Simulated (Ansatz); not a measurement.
CH7BFNSi can be A, `C[SiH](F)BN`, or B, `NC[SiH2]BF`.

Gas-phase electronic energies from Ansatz, PBE0-D4/def2-TZVP geometries. CCSD(T)/CBS is the MP2 limit (def2-TZVPP, def2-QZVPP) plus CCSD(T) − MP2 in def2-TZVPP, frozen cores. DFT in def2-TZVPP. B3LYP here is the variant with VWN-RPA as its local correlation; programs differ in this. Each species was taken in one conformer, which may not be the lowest.

Q: Which isomer does CCSD(T)/CBS put lower? Give the gap. (An estimate is asked.)

A: The calculation gave: A, by 249.1 kJ/mol.

Q: Give E(B) − E(A) in kJ/mol with PBE0-D4, HF/def2-TZVPP, B3LYP, r2SCAN-D4, CCSD/def2-TZVPP, B3LYP-D4, B2PLYP. (Estimate.)

A: Ansatz gave: PBE0-D4 242.7, HF/def2-TZVPP 240.8, B3LYP 246.2, r2SCAN-D4 251.4, CCSD/def2-TZVPP 244.4, B3LYP-D4 246.8, B2PLYP 249.4. None reverses the order clearly.

Largest T1 diagnostic: 0.012.

From PBE to PBE0 (25 % exact exchange), in def2-TZVPP and without D4, E(B) − E(A) moves by +3.4 kJ/mol. In def2-TZVPP, CCSD(T) changes the Hartree–Fock value by +3.8 kJ/mol (the triples alone add +0.1 kJ/mol) and MP2 by +12.7 kJ/mol.
